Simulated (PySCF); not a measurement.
Levels of Re⁶⁴⁺ from EOM-EA-GCCSD

Reference: closed-shell Re⁶⁵⁺, [Ne]; one electron is added. Calculated with PySCF 2.14, two-component X2C-1e with screened spin-orbit coupling, an uncontracted even-tempered set (17 s from 12 bohr⁻², ratio 2.6; 14 p from 16 bohr⁻², ratio 2.6; 6 d from 16 bohr⁻², ratio 2.8; 3 f from 340 bohr⁻², ratio 2.8); frozen 1s2; the 52 highest virtual spinors dropped; of the others 52 kept and the rest restored at second order. No Breit or QED terms. Binding energies in eV.

| level | Koopmans | second order | EOM-CCSD |
| --- | --- | --- | --- |
| 3s1/2 | 7372.2 | 7373.0 | 7373.1 |
| 3p1/2 | 7209.3 | 7210.4 | 7210.4 |
| 3p3/2 | 6807.4 | 6808.3 | 6808.3 |
| 3d3/2 | 6614.1 | 6614.9 | 6614.9 |
| 3d5/2 | 6523.5 | 6524.1 | 6524.1 |

Electric-dipole lines between these computed levels:

| lower | upper | ΔE (eV) | vacuum wavelength (nm) |
| --- | --- | --- | --- |
| 3s1/2 | 3p1/2 | 162.69 | 7.621 |
| 3s1/2 | 3p3/2 | 564.75 | 2.195 |
| 3p1/2 | 3d3/2 | 595.45 | 2.082 |
| 3p3/2 | 3d3/2 | 193.38 | 6.411 |
| 3p3/2 | 3d5/2 | 284.17 | 4.363 |

For comparison, the ionisation energy of Re⁶⁴⁺ is 7366 ± 24 eV (theoretical estimate listed by NIST; NIST Atomic Spectra Database, ionization energies).

Only part of the computed levels is shown.
